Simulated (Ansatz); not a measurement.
Basis-set series for C3H11SbSi, SMILES `C[CH2][Sb]([CH3])[SiH3]`. The species carries charge 0 and has multiplicity 1. Sb: def2 effective core potential. All single points use the PBE0-D4/def2-TZVP geometry. It is one conformer, not always the lowest.

| functional | basis | functions | energy (Eh) | HOMO (eV) | LUMO (eV) |
| --- | --- | --- | --- | --- | --- |
| PBE0-D4 | def2-TZVPP | 339 | -650.48087 | -6.50 | -0.24 |
| PBE0-D4 | def2-QZVPP | 653 | -650.49972 | -6.51 | -0.33 |
| ωB97M-V | def2-TZVPP | 339 | -650.58796 | -8.52 | 1.27 |
| ωB97M-V | def2-QZVPP | 653 | -650.60640 | -8.52 | 1.00 |

(1) Give the rows for def2-SVP. (Best estimate.)

Answers

(1) Computed: 
```csv
functional,basis,functions,energy (Eh),HOMO (eV),LUMO (eV)
PBE0-D4,def2-SVP,141,-650.23726,-6.45,0.04
ωB97M-V,def2-SVP,141,-650.33232,-8.45,1.79
```

Positive LUMOs are unbound and depend on the basis.
